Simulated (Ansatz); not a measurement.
The cluster Ag₆Sb⁺. Charge 1, multiplicity 1. Geometry r2SCAN-D4/def2-SVP, basis def2-TZVP, Ansatz.

```xyz
7

Sb    0.441   -1.060   -1.916
Ag   -0.396    3.199    1.046
Ag    1.791   -2.740   -0.329
Ag   -0.540    0.750   -0.098
Ag    2.201    0.088   -0.242
Ag   -2.563    1.800    1.367
Ag   -0.934   -2.036    0.173
```

```tsv
run	HOMO (eV)	LUMO (eV)
A	-9.33	-6.18
B	-9.20	-7.35
C	-10.01	-3.44
D	-10.90	-4.45
E	-8.84	-6.78
F	-8.84	-6.99
```

In the def2 sets Ag, Sb take a core potential; there is no spin–orbit coupling. Another isomer (singlet) lies 0.02 eV lower at PBE0-D4/def2-TZVP; other spin states weren't run for this one.

**Question.** The runs used HF, LDA (SPW92), PBE, PBE0, r2SCAN, ωB97X-V. Estimate which is which.

**Answer.** A PBE0 (25 % exact exchange); B LDA (SPW92) (0 % exact exchange); C HF (100 % exact exchange); D ωB97X-V (range-separated); E r2SCAN (0 % exact exchange); F PBE (0 % exact exchange). Exact exchange lowers occupied and raises empty levels; among semilocal functionals meta-GGAs tend to open the gap a little, and such runs are hard to tell apart. The gap grows from 1.85 eV (PBE) to 6.57 eV (HF).
